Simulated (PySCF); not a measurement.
A structure optimised at B3LYP-D3(BJ)/def2-SVP, used in a PySCF frequency run:

```xyz
7

Br    -2.5934    -0.0650     0.2679
C     -1.1878     0.5408    -0.8721
C      0.0000     0.0000    -0.8780
C      1.1878    -0.5408    -0.8721
Br     2.5934     0.0650     0.2679
H     -1.4824     1.3773    -1.5110
H      1.4824    -1.3773    -1.5110
```
Charge 0, spin multiplicity 1.

**Question.** Write its SMILES, formula and point group.

**Answer.** BrC=C=CBr, C3H2Br2, C2

**Question.** What are its rotational constants (standard atomic weights)?

**Answer.** 9.2338, 0.44935, 0.43700 GHz
